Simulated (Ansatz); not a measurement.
Cost and result up the ladder for BiH2(OEt) (C2H7BiO) (11 atoms). Total charge 0; singlet. Geometry: PBE0-D4/def2-SVP.

```tsv
atom	x (Å)	y (Å)	z (Å)
Bi1	0.6863	-1.2468	-2.2202
H2	-0.3643	-2.7075	-2.2196
H3	-0.6757	-0.2648	-2.9036
O4	0.2105	-0.8267	-0.2053
C5	0.1721	0.5183	0.1739
C6	-0.0816	0.5921	1.6649
H7	1.1215	1.0516	-0.0587
H8	-0.6288	1.0720	-0.3645
H9	-0.1241	1.6377	2.0085
H10	-1.0350	0.1012	1.9116
H11	0.7190	0.0728	2.2130
```

Ansatz on 4 threads of Arm Neoverse V2 on a shared host. Times are rough, and most runs start from the orbitals of an earlier one. r2SCAN0-D4/def2-TZVP serves as the yardstick here, not as an exact answer. Differences are given only for rows in sets of like size (and for xTB, whose basis is part of the method), since another set adds its own error. Binding counts from free atoms at the same level (Bi quartet, H doublet, O triplet, C triplet; other spins of the atoms weren't run), without zero-point energy or a counterpoise term.

In the def2 sets Bi takes a core potential; there is no spin–orbit coupling. LC-ωPBE has ω = 0.4 bohr⁻¹. B3LYP takes the VWN-RPA correlation. Correlated methods freeze 7 core orbitals; core or outer-core shells of Bi are correlated, in sets that lack core-valence functions.

Correlated methods converge slowly with the basis.

```
                         level  functions  binding energy per atom (eV)  difference from r2SCAN0-D4/def2-TZVP (eV)
              PBE0-D4/def2-SVP        103                          3.44                                          –
               PBE-D4/def2-SVP        103                          3.53                                          –
          r2SCANh-D4/def2-TZVP        185                          3.41                                       0.04
             CCSD(T)/def2-TZVP        185                          3.30                                      -0.07
              B97M-V/def2-TZVP        185                          3.48                                       0.11
          r2SCAN0-D4/def2-TZVP        185                          3.37                                       0.00
             LC-ωPBE/def2-TZVP        185                          3.39                                       0.02
            BHLYP-D4/def2-TZVP        185                          3.34                                      -0.03
             PBE0-D4/def2-TZVP        185                          3.43                                       0.07
           r2SCAN-D4/def2-TZVP        185                          3.44                                       0.07
PBE-D4/def2-TZVP (with forces)        185                          3.52                                       0.15
            B3LYP-D4/def2-TZVP        185                          3.46                                       0.09
             BLYP-D4/def2-TZVP        185                          3.48                                       0.11
```

Task: Estimate how long each takes.

Result: PBE-D4/def2-SVP 0.85 s; PBE0-D4/def2-SVP 1.1 s; BLYP-D4/def2-TZVP 1.6 s; PBE-D4/def2-TZVP (with forces) 1.9 s; LC-ωPBE/def2-TZVP 2 s; B3LYP-D4/def2-TZVP 2.1 s; PBE0-D4/def2-TZVP 2.1 s; BHLYP-D4/def2-TZVP 2.2 s; r2SCAN-D4/def2-TZVP 3.4 s; r2SCANh-D4/def2-TZVP 3.6 s; r2SCAN0-D4/def2-TZVP 3.7 s; B97M-V/def2-TZVP 7.5 s; CCSD(T)/def2-TZVP 75 s. On shared hardware such times vary by a factor of up to 3.
